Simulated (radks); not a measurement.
Hg2+, configuration [Kr] 4d10 4f14 5s1.5 5p6 5d10 6d0.5 (fractional occupations, a model configuration).

Method: scalar-relativistic Kohn-Sham, PBE, spin-polarised, spherical densities, finite nucleus; open shells are filled with parallel spins first (spin-orbit coupling, left out, can overturn this in heavy ions); Fermi nuclear charge, rms radius 5.4648 fm; computed with a radial shooting solver on a logarithmic mesh with Libxc functionals.

Energy parts (eV):
part                       energy
total                  -533736.74
kinetic                 598768.95
electron-nucleus      -1327408.39
Hartree                 204955.36
exchange-correlation    -10052.65

Orbitals (lengths in bohr, moments of r in powers of bohr):
orbital  occ.  eigenvalue (eV)   <1/r>
1s up       1        -83162.12   97.53
1s down     1        -83162.01   97.53
2s up       1        -14761.29   22.88
2s down     1        -14761.22   22.88
2p up       3        -12737.14   20.28
2p down     3        -12737.07   20.28
3s up       1        -3522.575   8.484
3s down     1        -3522.507   8.484
3p up       3        -2937.406   7.721
3p down     3        -2937.336   7.721
3d up       5        -2320.498   7.260
3d down     5        -2320.427   7.260
4s up       1        -794.5476   3.642
4s down     1        -794.4280   3.642
4p up       3        -602.6020   3.285
4p down     3        -602.4707   3.285
4d up       5        -374.4782   2.947
4d down     5        -374.3145   2.948
4f up       7        -121.5601   2.536
4f down     7        -121.3441   2.537
5s up       1        -143.1407   1.510
5s down   0.5        -142.5480   1.509
5p up       3         -91.2119   1.288
5p down     3         -90.7047   1.285
5d up       5         -33.1499  0.9338
5d down     5         -32.8486  0.9305
6s up       0         -25.9219  0.5501
6s down     0         -25.7155  0.5529
6p up       0         -16.8883  0.4235
6p down     0         -16.5296  0.4300
6d up     0.5          -8.6734  0.2633

The highest occupied level is 6d up at -8.673 eV. The configuration is held as typed, so some empty levels lie below it. The spin density at the nucleus is 884.0 e/bohr^3 (1s 2.7, 2s 0.8, 3s 0.4, 4s 0.1, 5s 880.0). Summed over all electrons, <r^2> = 52.44 bohr^2, which gives a Langevin (diamagnetic) susceptibility term of -41.5 x 10^-6 cm^3/mol.
